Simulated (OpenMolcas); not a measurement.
How methods differ on Si2H4F2 (SMILES F[SiH2][SiH2]F)

Si2H4F2 has 8 atoms, charge 0, and is taken as a singlet. As SMILES, `F[SiH2][SiH2]F`. The coordinates come from a PBE0-D4/def2-TZVP relaxation. This is one conformer, not always the lowest.

Each level gives the vertical energy of the triplet above the singlet (eV). The values are calculated.

```
                                                       level                   kind     program  value (eV)  less CCSD(T)/6-31G*  CPU time (all runs)
                             HF/6-31G* (spherical functions)           Hartree–Fock  OpenMolcas        6.30                +0.23                 19 s
                          SVWN5/6-31G* (spherical functions)                    LDA  OpenMolcas        5.14                -0.93                 50 s
                         r2SCAN/6-31G* (spherical functions)               meta-GGA  OpenMolcas        5.46                -0.61                 70 s
                          BHLYP/6-31G* (spherical functions)          global hybrid  OpenMolcas        6.08                +0.01                 50 s
                         M06-2X/6-31G* (spherical functions)        hybrid meta-GGA  OpenMolcas        5.93                -0.14                 76 s
                           PBE0/6-31G* (spherical functions)          global hybrid  OpenMolcas        5.59                -0.48                 49 s
                          B3LYP/6-31G* (Cartesian functions)          global hybrid  OpenMolcas        5.60                -0.47                 69 s
CCSD(T)/6-31G* (spherical functions), open shells restricted  coupled cluster or CI  OpenMolcas        6.07                 0.00                 62 s
```

CCSD(T)/6-31G* (spherical functions), open shells restricted is the highest level here, not the true value. The values span 5.14 to 6.30 eV. A triplet this far above the singlet is often a Rydberg-like or dissociative state; sets without diffuse functions put Rydberg states too high. CPU times are rough (shared hosts, several kinds of processor): they show what a rung costs within a factor of a few.
